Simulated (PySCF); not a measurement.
Gas-phase reaction: GeSe + 3 F2 + 2 HF ⇌ SeF6 + GeH2F2

Method: PySCF energies plus ideal-gas RRHO corrections (1 bar). † marks an energy on the PBE0/def2-TZVP geometry and frequencies; other levels use their own. CCSD(T) freezes the core. 6-31G* has spherical d functions here. All species are closed-shell singlets. B3LYP is the form with VWN-RPA correlation. Ge, Se: all electrons, no relativistic terms. GeH2F2: computed as isolated molecules; such fragments, hydroxides, amides, oligomers or adducts are transient or little studied in the gas. CCSD(T) isn't extrapolated to the basis-set limit.

```csv
level,"ΔH°(298 K), kJ"
B3LYP/def2-TZVP†,-1255
BLYP/def2-TZVP†,?
CCSD(T)/def2-SVP†,-1187
HF/6-31G*,?
HF/def2-TZVP†,?
PBE/def2-TZVP†,?
PBE0/def2-SVP†,-1291
ωB97M-V/def2-TZVP†,-1348
ωB97X-V/def2-TZVP†,-1382
```

Question: Fill in the missing entries.

Answer: 
- BLYP/def2-TZVP†, ΔH°(298 K), kJ: -1166
- HF/6-31G*, ΔH°(298 K), kJ: -1288
- HF/def2-TZVP†, ΔH°(298 K), kJ: -1386
- PBE/def2-TZVP†, ΔH°(298 K), kJ: -1255
